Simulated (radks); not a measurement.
Values are calculated unless marked as measured or tabulated.
Isoelectronic series with 5 electrons, each ion in its NIST ground configuration. Code: a radial shooting solver on a logarithmic mesh with Libxc functionals. Model: non-relativistic Kohn-Sham, PBE, spin-polarised, spherical densities, point nucleus; open shells are filled with parallel spins first. Total energies (hartree) and screening constants sigma, defined by e = -(Z - sigma)^2 / (2 n^2) hartree:

ion,configuration,E (hartree),2p up,2s down,2s up
B,[He] 2s2 2p1,-24.60538,3.913,3.401,3.294
N2+,[He] 2s2 2p1,-52.88229,3.634,3.252,3.161
F4+,[He] 2s2 2p1,-92.17827,3.554,3.194,3.109
Al8+,[He] 2s2 2p1,-203.78586,3.489,3.144,3.063
P10+,[He] 2s2 2p1,-276.09271,3.473,3.131,3.051
Cl12+,[He] 2s2 2p1,-359.40052,3.461,3.122,3.043
K14+,[He] 2s2 2p1,-453.70895,3.451,3.115,3.036
